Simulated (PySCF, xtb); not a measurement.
CHF, SMILES [CH]F (connectivity only; charge and spin as stated), neutral, multiplicity 1.

GFN2-xTB (xtb) at its own geometry gives an orbital gap of 1.44 eV and a dipole moment of 1.35 D.

The structure is a stationary point at B3LYP-D3(BJ)/def2-TZVPD. The isomer is the one that the SMILES or the coordinates give; other isomers of the formula were not compared.

Task: What does r2SCAN/def2-TZVPD in PySCF give? (An estimate is asked for; the answer gives what the named calculation found.)

Result: gap 2.25 eV (levels -6.09 and -3.84 eV), dipole 1.50 D.
